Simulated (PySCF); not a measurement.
## Partial charges of `C[C@H](CC(=O)Cl)C(F)(F)F`

C5H6ClF3O.
Geometry (GFN2-xTB, Å), atoms numbered from 1 in this order:
```
atom  x, y, z in Å
C1    -0.282    0.219   -1.481
C2    -0.353    0.302    0.042
C3     0.810   -0.448    0.708
C4     2.139    0.169    0.392
O5     3.079   -0.348   -0.103
Cl6    2.223    1.868    0.883
C7    -1.670   -0.297    0.526
F8    -1.810   -1.583    0.175
F9    -1.787   -0.254    1.863
F10   -2.730    0.356    0.032
H11    0.642    0.669   -1.833
H12   -1.120    0.747   -1.929
H13   -0.311   -0.819   -1.808
H14   -0.349    1.348    0.364
H15    0.831   -1.486    0.365
H16    0.680   -0.434    1.794
```

Density: PBE0/pcSseg-1 (PySCF); schemes: Mulliken, IAO, Hirshfeld and ESP-fitted. The structure is a single GFN2-xTB conformer in the gas phase; no vibrational or solvent corrections.

Q: Tabulate the Mulliken, IAO, Hirshfeld and ESP-fitted charges.

A: In e; atoms taken as equivalent share a row and are averaged (×n: the atom named and its like, n in all):

| atom | environment | Mulliken | IAO | Hirshfeld | ESP-fitted |
| --- | --- | --- | --- | --- | --- |
| C1 | methyl carbon | -0.206 | -0.429 | -0.123 | -0.485 |
| C2 | sp3 CH carbon | -0.471 | -0.145 | -0.047 | -0.051 |
| C3 | sp3 carbon next to a carbonyl | -0.160 | -0.315 | -0.078 | -0.234 |
| C4 | acyl halide carbon | +0.245 | +0.370 | +0.194 | +0.473 |
| O5 | carbonyl oxygen | -0.275 | -0.335 | -0.192 | -0.367 |
| Cl6 | chlorine bonded to C | -0.114 | -0.096 | -0.038 | -0.149 |
| C7 | CF3 carbon | +0.859 | +0.806 | +0.265 | +0.462 |
| F8/F9/F10 | fluorine of a CF3 group | -0.270 | -0.283 | -0.086 | -0.169 |
| H11/H12/H13 | methyl hydrogen | +0.138 | +0.156 | +0.045 | +0.161 |
| H14 | methine hydrogen | +0.170 | +0.168 | +0.036 | +0.113 |
| H15 | methylene hydrogen | +0.163 | +0.174 | +0.055 | +0.142 |
| H16 | methylene hydrogen | +0.184 | +0.183 | +0.053 | +0.119 |

Mean size of the charges over all atoms: IAO 0.271 e, Mulliken 0.254 e, ESP-fitted 0.224 e, Hirshfeld 0.092 e. Each set sums to the total charge, 0, to within 0.001 e. The Hirshfeld scheme weights the molecular density at each point by an atom's share of the summed free-atom densities. The Mulliken scheme gives each basis function's population to the atom it is centred on and halves the overlap population of two atoms between them.

Lowest charge. The schemes don't all agree: Mulliken C2 (-0.471); IAO C1 (-0.429); Hirshfeld O5 (-0.192); ESP-fitted C1 (-0.485).

Highest charge. The schemes don't all agree: Mulliken C7 (+0.859); IAO C7 (+0.806); Hirshfeld C7 (+0.265); ESP-fitted C4 (+0.473).

Q: How closely do the schemes follow one another over all atoms?

A: Correlation coefficient and root-mean-square difference: IAO with Hirshfeld 0.97, 0.210 e; Hirshfeld with ESP-fitted 0.96, 0.157 e; IAO with ESP-fitted 0.94, 0.112 e; Mulliken with IAO 0.94, 0.113 e; Mulliken with Hirshfeld 0.90, 0.214 e; Mulliken with ESP-fitted 0.81, 0.180 e.

Q: How many electrons does the IAO scheme count on Cl6?

A: Z − q = 17 − (-0.096) = 17.096.

The run behind these numbers computed NMR shieldings as well. Rough CPU time on one thread of a shared machine: about 2.1 min (grids of density and orbitals included).
